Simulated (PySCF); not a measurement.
C₄H₉As₂N.
Atom-mapped SMILES: `[N:1]#[C:2][CH2:3][C@@H:4]([AsH2:5])[CH2:6][AsH2:7]` (hydrogens: H8, H9 on C3; H10 on C4; H11, H12 on As5; H13, H14 on C6; H15, H16 on As7)

Level: wB97X-D/def2-SVPD in PySCF, non-relativistic, on one gas-phase PBE0-D3(BJ)/def2-SVP geometry that isn't relaxed in the solvent. The solvent is an IEF-PCM continuum (Bondi radii, 1.10 Å for H, scaled by 1.2), and excitations are vertical TDDFT with non-equilibrium linear response and a frozen core. Specific hydrogen bonds and non-electrostatic terms are outside this model. Spin–orbit coupling is left out although an atom past zinc is present.

Gas-phase singlets (H = HOMO, L = LUMO):

```json
{"state": "S1", "E (eV)": "6.158", "λ (nm)": "201", "f": "0.054", "leading configurations": "H→L 82%"}
{"state": "S2", "E (eV)": "6.480", "λ (nm)": "191", "f": "0.136", "leading configurations": "H-1→L 47%, H→L+2 32%"}
{"state": "S3", "E (eV)": "6.634", "λ (nm)": "187", "f": "0.076", "leading configurations": "H→L+1 71%"}
{"state": "S4", "E (eV)": "6.786", "λ (nm)": "183", "f": "0.019", "leading configurations": "H→L+3 32%, H-1→L+1 17%, H→L+4 11%"}
{"state": "S5", "E (eV)": "6.922", "λ (nm)": "179", "f": "0.360", "leading configurations": "H→L+3 25%, H→L+4 18%, H→L+2 17%"}
```

Task: Give the list for chloroform (ε = 4.711), n² = 2.09.

Result: 
```
state  E (eV)  λ (nm)      f             leading configurations  change by rank (eV)
   S1   6.157     201  0.083                            H→L 79%               -0.001
   S2   6.444     192  0.275               H-1→L 39%, H→L+2 34%               -0.036
   S3   6.586     188  0.097                          H→L+1 66%               -0.048
   S4   6.729     184  0.056  H→L+3 35%, H→L+5 22%, H-1→L+1 17%               -0.057
   S5   6.811     182  0.466    H→L+2 22%, H→L+4 16%, H-1→L 13%               -0.111
```

Task: How do the frontier levels move from gas to chloroform?

Result: 
```csv
orbital,gas (eV),solvent (eV),change (eV),"Löwdin shares, gas","Löwdin shares, solvent"
LUMO+2,1.84,2.10,+0.26,"As5 32 %, As7 23 %, C4 8 %, H12 5 %","As5 31 %, As7 24 %, C4 8 %, C6 6 %"
LUMO+1,1.83,2.04,+0.21,"As7 25 %, As5 20 %, N1 8 %, H12 6 %","As7 22 %, As5 18 %, N1 13 %, C2 9 %"
LUMO,1.20,1.50,+0.30,"As5 21 %, As7 14 %, C3 9 %, C4 7 %","As5 20 %, As7 14 %, C3 8 %, C2 8 %"
HOMO,-9.04,-8.80,+0.24,"As5 33 %, As7 31 %, C6 14 %, C4 6 %","As5 34 %, As7 30 %, C6 14 %, C4 7 %"
HOMO-1,-9.62,-9.39,+0.23,"As7 40 %, As5 25 %, C6 7 %, H15 7 %","As7 41 %, As5 23 %, C6 7 %, H15 7 %"
HOMO-2,-10.89,-10.61,+0.28,"As5 25 %, C4 17 %, H12 9 %, As7 8 %","As5 27 %, C4 18 %, H12 9 %, As7 9 %"
HOMO-3,-11.45,-11.39,+0.06,"N1 40 %, C2 29 %, C3 9 %, H8 5 %","N1 23 %, C2 16 %, As7 10 %, C3 9 %"
```

The HOMO–LUMO gap goes from 10.24 to 10.30 eV. Rows go by rank; for HOMO-3, LUMO+1 and LUMO+2 the atom shares or the degeneracy differ between the runs, so the row needn't follow one orbital. Shares within a degenerate set are those of one arbitrary member.

Conformer computed: `[N:1]#[C:2][CH2:3][C@@H:4]([AsH2:5])[CH2:6][AsH2:7]`: C2–C3–C4–As5 -71°, C3–C4–C6–As7 60°, H–As5–C4–C3 175°, H–As5–C4–C3 82°, H–As7–C6–C4 180°, H–As7–C6–C4 -88°.
